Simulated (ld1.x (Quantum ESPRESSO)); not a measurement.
**Ranking TM potentials for Mo (Z = 42)**

All share these settings but for the change named:

- Element: molybdenum
- Generator: ld1.x (Quantum ESPRESSO) 7.5
- Type: norm-conserving Troullier–Martins (Kleinman–Bylander form)
- Functional: LDA (PZ)
- Relativity: scalar-relativistic
- Frozen core: [Ar] 3d10
- Valence charge: 14
- Reference configuration: 4s2 4p6 4d3 5s0 5p0 (charge +3)
- Partial waves: 4s (bound): rc 1.45 bohr; 4d (bound): rc 2.20 bohr; 4p (bound): rc 2.05 bohr
- Local potential: the p channel
- Core correction: a·sin(br)/r model core inside 0.70 bohr

Test errors are all-electron minus pseudo excitation energies from the reference, over 4s2 4p6 4d5 5s1 5p0; 4s2 4p6 4d5 5s0 5p0; 4s2 4p6 4d4 5s0 5p0; 4s2 4p6 4d2 5s0 5p0; 4s2 4p6 4d5 5s0 5p1; 4s1 4p6 4d5 5s1 5p0; 4s2 4p6 4d4 5s2 5p0. None of these files shows a bound ghost.

The base gives 574.3 meV.

Of 5 variants that were run, those that failed, showed a ghost or another fault, or gave nearly equal values are left out.

(1) Rank these variants by their largest absolute test error, smallest first.
A. all radii but the core radius scaled by about 0.91 (s 1.32, p 1.86, d 2.00 bohr)
B. all radii but the core radius scaled by about 1.35 (s 1.96, p 2.78, d 2.98 bohr)
C. all radii but the core radius scaled by about 1.28 (s 1.86, p 2.62, d 2.80 bohr)
D. all radii but the core radius scaled by about 1.16 (s 1.68, p 2.38, d 2.56 bohr)
E. all radii but the core radius scaled by about 0.76 (s 1.10, p 1.56, d 1.66 bohr)

## Answers

(1) E (153.3 meV), A (401.8 meV), D (929.8 meV), C (1243.1 meV), B (1451.2 meV).
